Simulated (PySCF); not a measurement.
SMILES C#CC[SiH3], singlet (PBE/def2-SVP optimised geometry):

```
10

C      1.911    -0.940     0.000
C      0.688    -0.990     0.000
C     -0.765    -0.990     0.000
Si    -1.488     0.786     0.000
H      2.991    -0.909     0.000
H     -1.164    -1.524    -0.891
H     -1.163    -1.524     0.891
H     -2.991     0.704    -0.007
H     -1.025     1.524    -1.224
H     -1.036     1.519     1.231
```

Level of theory: PBE/def2-TZVP run with PySCF.

Question: What are the frontier orbital energies and the dipole moment?

Answer: HOMO-2 -8.32 eV, HOMO-1 -6.54 eV, HOMO -6.26 eV, LUMO -0.42 eV, LUMO+1 -0.18 eV; dipole moment 0.72 D.

Meta-Löwdin charges at PBE/def2-TZVP: C1 -0.24, C2 -0.03, C3 -0.42, Si4 0.45, H5 0.17, H6 0.15, H7 0.15, H8 -0.08, H9 -0.07, H10 -0.07.
